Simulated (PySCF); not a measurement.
# Static response to an electric field

Compound: C₇H₈O₂.
Atom-mapped SMILES: `[CH3:1][C:2]#[C:3]/[CH:4]=[CH:5]\[O:6][C:7]([CH3:8])=[O:9]` (hydrogens: H10, H11, H12 on C1; H13 on C4; H14 on C5; H15, H16, H17 on C8)

Geometry (GFN2-xTB, Å), atoms numbered from 1 in this order:
```
atom  x, y, z in Å
C1    -3.3293    0.0844   -1.5057
C2    -2.4384   -0.2358   -0.4152
C3    -1.6997   -0.5134    0.4937
C4    -0.8433   -0.8422    1.5609
C5     0.4723   -0.6246    1.5599
O6     1.1040   -0.0431    0.4869
C7     2.4345    0.1505    0.5481
C8     2.9203    0.8387   -0.6979
O9     3.1185   -0.1722    1.4819
H10   -3.3989   -0.7644   -2.1865
H11   -4.3248    0.3123   -1.1245
H12   -2.9535    0.9463   -2.0568
H13   -1.2972   -1.3007    2.4277
H14    1.1186   -0.8836    2.3881
H15    2.8428    1.9148   -0.5503
H16    3.9619    0.5868   -0.8732
H17    2.3050    0.5582   -1.5473
```

Level: CAM-B3LYP/def2-SVPD (PySCF), static field, nuclei fixed, core orbitals frozen in the response. The polarisability tensor in these axes (au):

```
x   133.00   3.09  21.64
y     3.09  65.98 -11.16
z    21.64 -11.16  92.89
```

**Question.** What are the eigenvalues, a third of the trace, and Δα (Δα² = ½Σ(αi − αj)² over the three pairs)?

**Answer.** Principal values 60.27, 89.11 and 142.49 au; mean 97.29 au = 14.42 Å³ = 16.04 × 10⁻⁴⁰ C²·m²/J; Δα = 72.25 au (74 % of the mean).

**Question.** What is the dipole moment, and where does it point?

**Answer.** (-1.44, 0.77, -2.06) D, 2.63 D in size, pointing from the negative to the positive side. Measured along this direction, the outermost atoms are O9 at the negative end and H12 at the positive end.

**Question.** In TDDFT the mean static polarisability is Σ f/ω² over all singlet excitations (ω in hartree). How much of it do the 8 lowest give? Their energies (eV) and oscillator strengths: 5.32, 0.5187; 5.36, 0.0006; 5.78, 0.0009; 6.12, 0.0015; 6.41, 0.0009; 6.67, 0.0525; 7.11, 0.0165; 7.14, 0.0091.

**Answer.** They add up to 14.87 au, 15.3 % of the 97.29 au; the largest single term is 13.54 au, from the state at 5.32 eV. Terms in order: 13.54, 0.02, 0.02, 0.03, 0.02, 0.87, 0.24, 0.13 au. Higher excitations give the rest. The strengths listed sum to 0.601.

**Question.** Molar refractivity from α?

**Answer.** Lorentz–Lorenz: R = (4π/3)N_A α = 2.5225 cm³/(mol·Å³) × 14.42 Å³ = 36.4 cm³/mol, in the limit of long wavelengths.

**Question.** Traceless (Buckingham) quadrupole moment about the centre of nuclear charge: eigenvalues?

**Answer.** -5.62, -3.08, 8.70 D·Å. The values depend on the origin, since the dipole doesn't vanish. The electronic extent ⟨r²⟩ about the same centre is 1810 bohr², a root-mean-square distance of 2.77 Å for the 66 electrons.

**Question.** Refractivity n − 1 of an ideal gas of it at 350 K and 1 atm, from the electronic α?

**Answer.** N = p/kT = 2.0968 × 10¹⁹ cm⁻³, so n − 1 = 2π × N × 14.42 × 10⁻²⁴ cm³ = 1899 × 10⁻⁶ at long wavelengths.

**Question.** Along which axes do the principal values lie, and how far do the nuclei extend along each?

**Answer.** Largest value along (0.91, -0.02, 0.40), where the nuclei span 7.87 Å; middle along (-0.37, -0.44, 0.82), 5.48 Å; least along (-0.16, 0.90, 0.41), 2.07 Å. The response follows the extents in order.

One conformer (not necessarily the lowest) at the GFN2-xTB geometry, without solvent, vibrations or thermal averaging.
